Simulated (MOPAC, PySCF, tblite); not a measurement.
Scan of H4B (anion, charge -1), singlet: flattening of a tetrahedron along the D2d path, bond length relaxed. Scanned: the two opposite H-B-H angles (109.47 = tetrahedral, 180 = square planar). Other coordinates (B-H bond length) were minimised at PBE0/def2-TZVP.

Computed with: PM3, restricted, heats of formation (MOPAC); RKS-M06-2X/6-31G* = PySCF with restricted M06-2X/6-31G*, spherical d; GFN2-xTB, 300 K electronic temperature (tblite); CCSD(T) on RHF/aug-cc-pVDZ, 1 core orbital frozen (PySCF).

Energies relative to the lowest point of each profile, in kJ/mol; the last columns give the difference from CCSD(T):

```tsv
a / °	PM3	RKS-M06-2X/6-31G*	GFN2-xTB	CCSD(T)	PM3 − CCSD(T)	RKS-M06-2X/6-31G* − CCSD(T)	GFN2-xTB − CCSD(T)
90	32.2	51.8	59.3	47.6	-15.5	4.2	11.7
95	17.3	28.3	31.8	26.0	-8.7	2.2	5.8
100	7.4	12.0	13.3	11.0	-3.7	0.9	2.2
105	1.7	2.6	2.9	2.4	-0.8	0.2	0.5
109.47	0.0	0.0	0.0	0.0	0.0	0.0	0.0
115	2.4	3.9	4.2	3.7	-1.3	0.3	0.6
120	9.2	14.2	15.2	13.1	-4.0	1.0	2.1
130	36.3	52.9	56.7	49.0	-12.7	3.9	7.8
140	82.1	115.1	123.4	106.2	-24.1	8.9	17.2
150	146.4	199.6	214.0	183.0	-36.6	16.6	31.0
160	—	305.1	—	277.0	—	28.0	—
170	—	429.2	—	384.2	—	45.0	—
```

PM3 is furthest from CCSD(T) at 150 (-36.6 kJ/mol, below); its mean absolute difference over the points is 10.7 kJ/mol.

RKS-M06-2X/6-31G* is furthest from CCSD(T) at 170 (45.0 kJ/mol, above); its mean absolute difference over the points is 9.3 kJ/mol.

GFN2-xTB is furthest from CCSD(T) at 150 (31.0 kJ/mol, above); its mean absolute difference over the points is 7.9 kJ/mol.

A dash means that the run gave no value there, or that the column was ended at a point which the program doubted or which failed a test of continuity chosen for this set; such a test can also cut sound points.

The scan ran from 90 to 180; beyond the range shown the relaxed coordinates jump or full CI changes its symmetry label.
